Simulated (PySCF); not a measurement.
## TeN⁻: one state, many levels of theory

State: ³Σ⁻ (triplet), unpaired electrons π ↑↑. Set-up: Te aug-cc-pVDZ-PP with ECP28, N aug-cc-pVDZ; scalar-relativistic core potentials (PySCF 2.14). De refers to Te⁻ + N in their high-spin ground configurations, without counterpoise correction. The functionals are run spin-unrestricted. A positive dipole points towards N; it is taken about the centre of mass and depends on that origin.

```json
{"Level": "ROHF", "Re (Å)": "2.062", "ωe (cm⁻¹)": "572", "De (eV)": "n/a", "μ (D)": "-1.61", "CPU s a point (SCF and correlation, without the integrals)": "0.14"}
{"Level": "ROHF-MP2", "Re (Å)": "1.976", "ωe (cm⁻¹)": "579", "De (eV)": "n/a", "μ (D)": "n/a", "CPU s a point (SCF and correlation, without the integrals)": "0.29"}
{"Level": "ROHF-SCS-MP2", "Re (Å)": "1.994", "ωe (cm⁻¹)": "563", "De (eV)": "n/a", "μ (D)": "n/a", "CPU s a point (SCF and correlation, without the integrals)": "n/a"}
{"Level": "PBE", "Re (Å)": "1.989", "ωe (cm⁻¹)": "629", "De (eV)": "3.30", "μ (D)": "-3.14", "CPU s a point (SCF and correlation, without the integrals)": "0.83"}
{"Level": "BP86", "Re (Å)": "1.994", "ωe (cm⁻¹)": "625", "De (eV)": "3.29", "μ (D)": "-3.12", "CPU s a point (SCF and correlation, without the integrals)": "0.58"}
{"Level": "r²SCAN", "Re (Å)": "1.985", "ωe (cm⁻¹)": "633", "De (eV)": "2.75", "μ (D)": "-2.91", "CPU s a point (SCF and correlation, without the integrals)": "1.2"}
{"Level": "M06-L", "Re (Å)": "1.988", "ωe (cm⁻¹)": "627", "De (eV)": "2.87", "μ (D)": "-2.97", "CPU s a point (SCF and correlation, without the integrals)": "1.2"}
{"Level": "PBE0", "Re (Å)": "1.976", "ωe (cm⁻¹)": "644", "De (eV)": "2.68", "μ (D)": "-2.91", "CPU s a point (SCF and correlation, without the integrals)": "1.2"}
{"Level": "M06", "Re (Å)": "1.976", "ωe (cm⁻¹)": "639", "De (eV)": "2.67", "μ (D)": "-3.21", "CPU s a point (SCF and correlation, without the integrals)": "1.3"}
{"Level": "HSE06", "Re (Å)": "1.979", "ωe (cm⁻¹)": "639", "De (eV)": "2.68", "μ (D)": "-2.90", "CPU s a point (SCF and correlation, without the integrals)": "1.1"}
```

The bond length runs from 1.976 Å (PBE0) to 2.062 Å (ROHF). De spans 2.67 eV (M06, hybrid meta-GGA) to 3.30 eV (PBE, GGA).

Correlated steps freeze 5 core orbitals. These are scalar-relativistic numbers at best; spin–orbit coupling would shift them, the dissociation energy most. For an ion De counts to the pair picked by the measured ionisation energies or electron affinities, which need not be the lowest pair at this level. The highest Kohn–Sham level is positive in this anion. Much of that is self-interaction error, but it also means that the finite basis helps to hold the extra electron. The state is the lowest determinant that a PBE0 search found; another state may lie lower at other levels.

The whole job (state search and all levels along the bond) took about 2.8 min on 1 thread of Arm Neoverse V2 (shared host), peak memory 0.8 GiB.
